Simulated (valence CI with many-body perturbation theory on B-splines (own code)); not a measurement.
## Ho XXXVII: electric-dipole lines

Level of theory: valence CI with perturbative core correlation (CI+MBPT): three valence electrons over a frozen Dirac-Fock core [Ar] 3d10, a basis of 11 s, 11 p, 10 d, 8 f, 5 g, 2 h functions for each j, with the one-electron correlation potential Σ1 (screened to all orders), the two-electron term Σ2, the three-electron term Σ3, Breit, model QED; selected single and double excitations, second order for the rest, scaled by the run's own slope (own B-spline code, finite nucleus).

The last digits are not significant, and no measured levels were compared; by estimate large intervals hold to a few tenths of a per cent, small ones and those within an open d or f shell to about a per cent.

Lines 201 to 250 of 532 in falling wavelength, among levels below 45.960 Ry, chosen from the strongest by gf and those to the six lowest levels. Wavelengths and rates use the calculated energies. Electric multipoles are in the length gauge, E1 and E2 with the static RPA response of the core. Weak lines are less certain than strong ones. Lines between different terms over intervals too small for the method are left out, as are lines whose strength nearly cancels. Where a level lies close to another of its J and parity, the split of strength between their lines is uncertain. The highest levels of a list are the least certain.

Levels are named by their leading jj configuration (3d3/2^4 stands for four electrons in 3d with j = 3/2), which in mixed levels can hold well under half, so a name can repeat and another be missing. Letters in brackets count levels of one name in rising energy.

```csv
λ vac (Å),Upper,Lower,A (s⁻¹),S (a.u.)
84.00,(4p3/2 4d3/2 4d5/2) J=1/2 [b],(4p3/2^2 4d3/2) J=3/2 [b],1.68e+11,9.84e-02
83.99,(4s 4p3/2 4f7/2) J=5/2 [a],(4s 4p3/2 4d3/2) J=5/2 [b],7.94e+10,1.39e-01
83.96,(4s 4d3/2 4d5/2) J=3/2 [b],(4s 4p3/2 4d3/2) J=5/2 [b],1.10e+11,1.28e-01
83.94,(4s 4p1/2 4f7/2) J=7/2 [b],(4s 4p1/2 4d5/2) J=5/2 [c],3.39e+11,7.91e-01
83.93,(4s 4p3/2 4d5/2) J=5/2 [a],(4s 4p3/2^2) J=5/2,2.78e+11,4.86e-01
83.92,(4p3/2 4d5/2^2) J=7/2 [a],(4s 4d3/2 4d5/2) J=7/2 [a],6.13e+10,1.43e-01
83.79,(4s 4p1/2 4d5/2) J=3/2 [a],(4s 4p1/2 4p3/2) J=3/2 [a],1.61e+11,1.87e-01
83.78,(4s 4d5/2 4f7/2) J=9/2 [a],(4s 4d5/2^2) J=9/2,3.46e+11,1.00e+00
83.78,(4s 4p1/2 4f7/2) J=9/2,(4s 4p1/2 4d5/2) J=7/2,2.02e+11,5.87e-01
83.76,(4s 4p1/2 4f7/2) J=5/2,(4s 4p1/2 4d5/2) J=3/2 [b],4.62e+11,8.04e-01
83.75,(4p3/2^2 4f7/2) J=11/2,(4p3/2^2 4d5/2) J=9/2 [b],6.11e+10,2.13e-01
83.70,(4p1/2 4p3/2 4f7/2) J=7/2 [a],(4s 4p1/2 4f5/2) J=5/2 [a],1.29e+11,2.99e-01
83.63,(4p3/2^2 4d5/2) J=3/2,(4p3/2^3) J=3/2,4.20e+11,4.85e-01
83.59,(4s 4p3/2 4d3/2) J=1/2 [b],(4s^2 4d3/2) J=3/2,3.75e+11,2.16e-01
83.57,(4s 4d3/2 4d5/2) J=5/2 [b],(4s 4p3/2 4d3/2) J=7/2,6.36e+10,1.10e-01
83.54,(4s 4d5/2^2) J=9/2,(4s 4p3/2 4d5/2) J=9/2,2.44e+11,7.03e-01
83.54,(4s 4d3/2 4f7/2) J=9/2 [c],(4s 4d3/2 4d5/2) J=7/2 [b],2.92e+11,8.41e-01
83.53,(4s 4d3/2 4d5/2) J=1/2 [b],(4s 4p3/2 4d3/2) J=1/2 [b],4.28e+11,2.46e-01
83.53,(4s 4d3/2 4d5/2) J=3/2 [b],(4s 4p3/2 4d3/2) J=3/2 [b],1.79e+11,2.06e-01
83.50,(4s 4d3/2 4f7/2) J=11/2,(4p3/2^2 4d5/2) J=9/2 [a],1.17e+11,4.04e-01
83.48,(4p1/2 4p3/2 4f7/2) J=7/2 [b],(4p1/2 4p3/2 4d5/2) J=7/2 [b],4.52e+10,1.04e-01
83.45,(4p1/2 4p3/2 4f7/2) J=5/2 [b],(4p1/2 4p3/2 4d5/2) J=3/2 [a],1.23e+11,2.12e-01
83.44,(4s 4p1/2 4f7/2) J=7/2 [a],(4s 4p1/2 4d5/2) J=7/2,7.89e+10,1.81e-01
83.40,(4s 4p1/2 4f7/2) J=7/2 [a],(4s 4p1/2 4d5/2) J=5/2 [b],2.09e+11,4.79e-01
83.37,(4s 4d5/2^2) J=5/2,(4s 4p3/2 4d5/2) J=5/2 [a],3.79e+11,6.50e-01
83.34,(4p1/2 4p3/2 4f5/2) J=3/2 [b],(4p1/2 4p3/2 4d5/2) J=3/2 [a],7.55e+10,8.63e-02
83.34,(4p3/2^2 4d5/2) J=1/2,(4s 4p3/2 4d5/2) J=3/2 [a],3.19e+11,1.82e-01
83.33,(4s 4d5/2^2) J=3/2 [b],(4s 4p3/2 4d5/2) J=5/2 [b],2.55e+11,2.91e-01
83.27,(4s 4p1/2 4f5/2) J=7/2,(4s 4p1/2 4d5/2) J=5/2 [a],4.71e+10,1.07e-01
83.23,(4s 4d3/2 4d5/2) J=5/2 [c],(4s 4p3/2 4d5/2) J=3/2 [a],6.53e+10,1.11e-01
83.18,(4s 4d3/2 4f7/2) J=9/2 [b],(4p3/2^2 4d3/2) J=7/2,4.42e+10,1.25e-01
83.15,(4s 4p3/2 4f7/2) J=7/2 [b],(4s 4p3/2 4d5/2) J=7/2 [b],3.12e+11,7.08e-01
83.15,(4s 4d3/2 4d5/2) J=3/2 [a],(4s 4p3/2 4d3/2) J=1/2 [a],1.37e+11,1.55e-01
83.09,(4p3/2 4d5/2^2) J=7/2 [b],(4p3/2^2 4d5/2) J=7/2,1.40e+11,3.16e-01
83.08,(4s 4d3/2 4f7/2) J=5/2 [a],(4s 4d3/2 4d5/2) J=5/2 [a],7.14e+10,1.21e-01
83.08,(4p3/2^2 4d5/2) J=5/2 [b],(4s 4p3/2 4d5/2) J=5/2 [c],3.01e+11,5.11e-01
83.06,(4s 4d3/2 4d5/2) J=3/2 [a],(4s 4p3/2 4d3/2) J=3/2 [a],1.31e+11,1.49e-01
82.98,(4p3/2^2 4f7/2) J=7/2,(4s 4d3/2 4d5/2) J=7/2 [a],4.70e+10,1.06e-01
82.95,(4p1/2 4p3/2 4f5/2) J=5/2 [b],(4p1/2 4p3/2 4d3/2) J=3/2 [b],9.87e+10,1.67e-01
82.94,(4s 4p3/2 4d5/2) J=3/2 [b],(4s 4p3/2^2) J=1/2,2.39e+11,2.69e-01
82.88,(4s 4d5/2 4f5/2) J=7/2,(4s 4d3/2 4d5/2) J=7/2 [b],1.28e+11,2.88e-01
82.86,(4p3/2 4d3/2 4d5/2) J=3/2 [b],(4p3/2^2 4d3/2) J=3/2 [a],1.02e+11,1.15e-01
82.82,(4s 4d3/2 4f7/2) J=5/2 [b],(4s 4d3/2 4d5/2) J=5/2 [b],1.00e+11,1.69e-01
82.71,(4s 4p3/2 4f5/2) J=1/2,(4s 4p3/2 4d5/2) J=3/2 [a],1.88e+11,1.05e-01
82.70,(4s 4p3/2 4f7/2) J=5/2 [b],(4s 4p3/2 4d5/2) J=3/2 [b],4.42e+11,7.41e-01
82.70,(4s 4d5/2 4f7/2) J=9/2 [b],(4p3/2^2 4d5/2) J=9/2 [b],6.07e+10,1.69e-01
82.64,(4p3/2^3) J=3/2,(4s 4p3/2^2) J=3/2,6.55e+11,7.29e-01
82.63,(4s 4d3/2 4d5/2) J=5/2 [b],(4s 4p3/2 4d3/2) J=3/2 [a],7.51e+10,1.25e-01
82.62,(4s 4d3/2 4d5/2) J=5/2 [b],(4s 4p3/2 4d3/2) J=5/2 [a],1.78e+11,2.97e-01
82.61,(4p3/2^2 4f7/2) J=11/2,(4s 4d5/2^2) J=9/2,2.75e+10,9.19e-02
```
